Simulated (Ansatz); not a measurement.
Species: H2Br2O2Si, SMILES `O[Si](O)(Br)Br` (H–O–Si–Br torsion -66°, Br–Si–O–H torsion -46°) (charge 0, multiplicity 1), formula H2Br2O2Si.

Question: How many basis functions does Ansatz (a quantum-chemistry and plane-wave program) with frozen-core CCSD(T)/cc-pVTZ // PBE0-D4/def2-TZVP use, how many core orbitals are frozen, and how many electrons are correlated?

Answer: 208 basis functions and 25 frozen orbitals, which leaves 52 correlated electrons (filled d shells below the valence shell are correlated). Core time is of the order of minutes.
